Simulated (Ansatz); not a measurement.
Relaxation of ClF3H4NOTa (11 atoms, charge 0, multiplicity 1), to a largest force component of 0.03 eV/Å in at most 50 steps.

Method: RKS LDA/def2-SVP (Ansatz 0.2.0).

```xyz
11
Properties=species:S:1:pos:R:3
Ta 0.032 -0.075 0.063
N 2.122 -0.101 0.082
H 2.629 -0.288 0.956
H 2.681 -0.295 -0.758
F 0.300 -0.167 1.914
F 0.319 -0.049 -1.803
Cl -1.447 1.657 0.204
F -0.828 -1.715 -0.003
O 1.435 2.518 -1.198
H 1.247 1.930 -1.959
H 2.137 2.009 -0.712
```

**Question.** Where does it end, and by what steps?

**Answer.** The forces met the threshold. After 26 steps the energy has fallen by 0.971 eV; H10 moved furthest, 1.56 Å. Joined: Ta1–O9 (3.21 → 2.24 Å).

| step | energy less start (eV) | largest force component (eV/Å) | accepted |
| --- | --- | --- | --- |
| 0 | 0.0000 | 2.209 | yes |
| 1 | -0.2095 | 1.068 | yes |
| 2 | -0.3825 | 0.922 | yes |
| 3 | -0.5778 | 1.040 | yes |
| 4 | -0.6520 | 1.275 | yes |
| 5 | -0.7259 | 1.195 | yes |
| 6 | -0.7950 | 1.144 | yes |
| 7 | -0.8486 | 0.711 | yes |
| 8 | -0.8655 | 0.345 | yes |
| 9 | -0.8824 | 0.520 | yes |
| 10 | -0.8891 | 0.315 | yes |
| 11 | -0.8941 | 0.287 | yes |
| 12 | -0.8969 | 0.449 | yes |
| 13 | -0.9178 | 0.290 | yes |
| 14 | -0.9184 | 0.277 | yes |
| 15 | -0.9196 | 0.928 | yes |
| 16 | -0.9407 | 0.211 | yes |
| 17 | -0.9551 | 0.106 | yes |
| 18 | -0.9326 | 0.893 | no |
| 19 | -0.9625 | 0.078 | yes |
| 20 | -0.9650 | 0.223 | yes |
| 21 | -0.9667 | 0.145 | yes |
| 22 | -0.9684 | 0.043 | yes |
| 23 | -0.9692 | 0.095 | yes |
| 24 | -0.9700 | 0.195 | yes |
| 25 | -0.9709 | 0.065 | yes |
| 26 | -0.9712 | 0.021 | yes |

```xyz
11
Properties=species:S:1:pos:R:3
Ta 0.347 0.088 -0.117
N 2.188 -0.591 0.071
H 2.728 -0.523 0.944
H 2.749 -0.990 -0.692
F 0.558 0.641 1.662
F 0.659 -0.137 -1.969
Cl -1.482 1.619 -0.490
F -0.723 -1.415 0.140
O 1.288 2.071 -0.585
H 0.471 2.604 -0.786
H 1.843 2.058 -1.391
```

Whether the end is a true minimum wasn't checked by a vibrational analysis.

The run took 44 s on 4 threads of Arm Neoverse V2 (shared host), peak memory 0.22 GiB.
